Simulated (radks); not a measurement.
A nucleus of charge 34.75 with 34 electrons, configuration [Ar] 3d10 4s2 4p4.

All-electron calculation, Dirac Kohn-Sham, PBE, spin-unpolarised, spherical densities, point nucleus; open shells fill j = l - 1/2 first. Program: a radial shooting solver on a logarithmic mesh with Libxc functionals.

Energy parts (eV):
| part | energy |
|---|---|
| total | -69701.752 |
| kinetic | 71449.946 |
| electron-nucleus | -168074.906 |
| Hartree | 29396.344 |
| exchange-correlation | -2473.136 |

Orbitals (lengths in bohr, moments of r in powers of bohr; r(max) is where P^2 peaks; r(90%) holds 90 % of the orbital's charge):
[
 {"orbital": "1s1/2", "occ.": "2", "eigenvalue (eV)": "-13115.86", "<r>": "0.04307", "r(90%)": "0.0770", "r(max)": "0.02813", "<1/r>": "35.39"},
 {"orbital": "2s1/2", "occ.": "2", "eigenvalue (eV)": "-1708.334", "<r>": "0.1908", "r(90%)": "0.295", "r(max)": "0.1606", "<1/r>": "7.888"},
 {"orbital": "2p1/2", "occ.": "2", "eigenvalue (eV)": "-1537.728", "<r>": "0.1642", "r(90%)": "0.269", "r(max)": "0.1263", "<1/r>": "7.854"},
 {"orbital": "2p3/2", "occ.": "4", "eigenvalue (eV)": "-1491.713", "<r>": "0.1680", "r(90%)": "0.274", "r(max)": "0.1295", "<1/r>": "7.600"},
 {"orbital": "3s1/2", "occ.": "2", "eigenvalue (eV)": "-239.7102", "<r>": "0.5568", "r(90%)": "0.829", "r(max)": "0.4886", "<1/r>": "2.579"},
 {"orbital": "3p1/2", "occ.": "2", "eigenvalue (eV)": "-180.6355", "<r>": "0.5631", "r(90%)": "0.861", "r(max)": "0.4801", "<1/r>": "2.460"},
 {"orbital": "3p3/2", "occ.": "4", "eigenvalue (eV)": "-174.0518", "<r>": "0.5736", "r(90%)": "0.876", "r(max)": "0.4888", "<1/r>": "2.399"},
 {"orbital": "3d3/2", "occ.": "4", "eigenvalue (eV)": "-71.7959", "<r>": "0.5971", "r(90%)": "0.986", "r(max)": "0.4347", "<1/r>": "2.133"},
 {"orbital": "3d5/2", "occ.": "6", "eigenvalue (eV)": "-70.7603", "<r>": "0.6013", "r(90%)": "0.993", "r(max)": "0.4374", "<1/r>": "2.117"},
 {"orbital": "4s1/2", "occ.": "2", "eigenvalue (eV)": "-26.7910", "<r>": "1.672", "r(90%)": "2.48", "r(max)": "1.432", "<1/r>": "0.7944"},
 {"orbital": "4p1/2", "occ.": "2", "eigenvalue (eV)": "-14.7732", "<r>": "2.008", "r(90%)": "3.06", "r(max)": "1.647", "<1/r>": "0.6554"},
 {"orbital": "4p3/2", "occ.": "2", "eigenvalue (eV)": "-14.2569", "<r>": "2.047", "r(90%)": "3.12", "r(max)": "1.678", "<1/r>": "0.6412"}
]

The highest occupied level is 4p3/2 at -14.257 eV. Summed over all electrons, <r^2> = 33.28 bohr^2, which gives a Langevin (diamagnetic) susceptibility term of -26.4 x 10^-6 cm^3/mol.
